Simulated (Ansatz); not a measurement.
Stepwise reaction of `C[SiH](Br)Br` with hydrogen fluoride, as a gas-phase model of exchange steps in deposition or etching. ΔE in kJ/mol; ΔG adds harmonic PBE0-D4 terms to CCSD(T)/CBS, at 1 bar.

Gas-phase electronic energies from Ansatz, PBE0-D4/def2-TZVP geometries. CCSD(T)/CBS adds triple-zeta CCSD(T) − MP2 to the extrapolated MP2 energy (def2 sets, frozen cores). This one scheme is used for every species. Functionals use def2-TZVPP. B3LYP here is the variant with VWN-RPA as its local correlation; programs differ in this. For Br outer-core shells are correlated without core-valence functions, which leaves a few kJ/mol of doubt a bond. Scalar relativity is left out up to krypton.

```json
{"step": "1", "reaction": "`C[SiH](Br)Br` + H–F → `C[SiH](F)Br` + HBr", "PBE-D4": "-37.9", "B3LYP-D4": "-49.3", "ωB97M-V": "-47.9", "CCSD(T)/CBS": "-40.8", "ΔG(400 K)": "-47.5"}
{"step": "2", "reaction": "`C[SiH](F)Br` + H–F → `C[SiH](F)F` + HBr", "PBE-D4": "-45.0", "B3LYP-D4": "-56.9", "ωB97M-V": "-54.8", "CCSD(T)/CBS": "-50.0", "ΔG(400 K)": "-56.3"}
```

(1) By hand: ΔE of the 2 steps together at CCSD(T)/CBS.

## Answers

(1) (-40.8) + (-50.0) = -90.8 kJ/mol, or -45.4 kJ/mol a step.

In ΔE each step is lower than the one before. All are downhill at CCSD(T)/CBS. ΔG lies between -56.3 and -47.5 kJ/mol a step. PBE-D4 differs from CCSD(T)/CBS by 2.9 to 5.0 kJ/mol a step. Isolated molecules leave out the surface, adducts and barriers. Largest T1 diagnostic: 0.011.
